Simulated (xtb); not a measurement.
xtb input (GFN2-xTB):

```bash
xtb mol.xyz --gfn 2 --ohess tight --chrg -1 --uhf 0
```
mol.xyz:
```
17

C      2.48541516    -0.21424876    -0.09221899
C      1.07575474    -0.73441812    -0.27015970
C     -0.05232858     0.07570756    -0.37308643
C     -0.06969494     1.59243832    -0.29292112
C     -1.41730315    -0.60777198    -0.56046815
C     -2.31829132    -0.54930015     0.67218996
H      2.91516183    -0.83166040     0.72273671
H      3.06540875    -0.41104123    -0.98978772
H      2.52212204     0.83735836     0.18873186
H      0.96084320    -1.79664646    -0.40711935
H     -0.73233939     1.92535430    -1.12914029
H      0.88759238     2.01062033    -0.35260939
H     -0.53721918     1.91514880     0.65017257
H     -1.28368336    -1.64938547    -0.78691697
H     -2.54844953     0.55291975     0.92253514
H     -1.84101568    -0.94174753     1.57995716
H     -3.22488631    -1.05314567     0.47413784
```

End of the output:

```
optimized geometry written to: xtbopt.xyz

           -------------------------------------------------
          | TOTAL ENERGY              -18.553060062489 Eh   |
          | TOTAL ENTHALPY            -18.398543936637 Eh   |
          | TOTAL FREE ENERGY         -18.441536851713 Eh   |
          | GRADIENT NORM               0.000234554303 Eh/α |
          | HOMO-LUMO GAP               3.625401396649 eV   |
           -------------------------------------------------

------------------------------------------------------------------------
------------------------------------------------------------------------
 total:
 SCF:
 ANC optimizer:
 analytical hessian:
```

It need not be the lowest isomer of its formula. Whether it binds its extra electron was not tested at this geometry.
